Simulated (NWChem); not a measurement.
System: C3H4F2O; SMILES COC=C(F)F

```xyz
10

C      0.1482    -2.5524     0.0682
O     -0.3805    -1.3160    -0.3817
C      0.4849    -0.2695    -0.2746
C      0.0634     0.9562     0.0901
F     -1.1797     1.2645     0.4299
F      0.8573     2.0230     0.0987
H     -0.6120    -3.3276    -0.1439
H      0.3608    -2.5400     1.1616
H      1.0894    -2.8162    -0.4696
H      1.5477    -0.4154    -0.5382
```
Atoms are numbered in this order, from 1.

Program: NWChem. All runs use the structure optimised with PBE-D3(BJ)/def2-SVP. Level: PBE0/def2-SVP with SMD (1 M gas to 1 M solution), gas-phase geometry.

```json
[
 {"solvent": "water", "dielectric constant": "78.4", "solvation free energy (kcal/mol)": "0.5", "cavity-dispersion-structure term (kcal/mol)": "5.4", "dipole in solution (D)": "3.28"},
 {"solvent": "1,4-dioxane", "dielectric constant": "2.21", "solvation free energy (kcal/mol)": "-0.1", "cavity-dispersion-structure term (kcal/mol)": "1.8", "dipole in solution (D)": "2.89"},
 {"solvent": "1-octanol", "dielectric constant": "9.86", "solvation free energy (kcal/mol)": "-1.3", "cavity-dispersion-structure term (kcal/mol)": "2.9", "dipole in solution (D)": "3.20"},
 {"solvent": "ethylene glycol", "dielectric constant": "40.2", "solvation free energy (kcal/mol)": "0.6", "cavity-dispersion-structure term (kcal/mol)": "5.4", "dipole in solution (D)": "3.27"},
 {"solvent": "ethanol", "dielectric constant": "24.9", "solvation free energy (kcal/mol)": "(withheld)", "cavity-dispersion-structure term (kcal/mol)": "2.5", "dipole in solution (D)": "3.25"},
 {"solvent": "toluene", "dielectric constant": "2.37", "solvation free energy (kcal/mol)": "-1.3", "cavity-dispersion-structure term (kcal/mol)": "0.7", "dipole in solution (D)": "2.91"}
]
```

Problem. Complete the blanks.

Solution. 
- ethanol, solvation free energy (kcal/mol): -2.0
